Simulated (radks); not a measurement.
Results of a calculation; reference values are marked as such.
Trend from Be2+ to Ne2+: ionisation energy by Delta-SCF between NIST ground configurations, and size. Level of theory: Dirac Kohn-Sham, BLYP, spin-unpolarised, spherical densities, finite nucleus; open shells are shared between the two j in proportion to 2j + 1; Fermi nuclear charge, rms radius of each element as measured or else 0.836 A^(1/3) + 0.57 fm (a radial shooting solver on a logarithmic mesh with Libxc functionals).

| species | configuration | configuration of the ion | IE (eV) | NIST (eV) | kind | -e(HOMO) (eV) | outermost | <r> outermost (bohr) | r at 0.001 e/bohr^3 (bohr) |
|---|---|---|---|---|---|---|---|---|---|
| Be2+ | [He] | 1s1 | 159.24 | 153.90 | theory | 132.71 (1s1/2) | 1s1/2 | 0.417 | 1.48 |
| B2+ | [He] 2s1 | [He] | 37.708 | 37.931 | exp. | 31.460 (2s1/2) | 2s1/2 | 1.64 | 2.88 |
| C2+ | [He] 2s2 | [He] 2s1 | 48.154 | 47.888 | exp. | 40.300 (2s1/2) | 2s1/2 | 1.36 | 2.80 |
| N2+ | [He] 2s2 2p1 | [He] 2s2 | 47.159 | 47.445 | semi-emp. | 37.547 (2p3/2) | 2s1/2 | 1.17 | 2.69 |
| O2+ | [He] 2s2 2p2 | [He] 2s2 2p1 | 53.937 | 54.936 | semi-emp. | 43.265 (2p3/2) | 2s1/2 | 1.03 | 2.59 |
| F2+ | [He] 2s2 2p3 | [He] 2s2 2p2 | 60.697 | 62.708 | semi-emp. | 49.011 (2p3/2) | 2s1/2 | 0.919 | 2.48 |
| Ne2+ | [He] 2s2 2p4 | [He] 2s2 2p3 | 67.482 | 63.423 | exp. | 54.811 (2p3/2) | 2s1/2 | 0.830 | 2.39 |

Reference values: NIST Atomic Spectra Database (exp. = measured, semi-emp. = semi-empirical, theory = theoretical value adopted there). Spin polarisation and multiplet splitting are left out, so open shells lie too high by an amount that depends on their filling.

Beside tabulated values, note that spin-unpolarised runs miss the spin-polarisation part of the exchange energy of open shells.
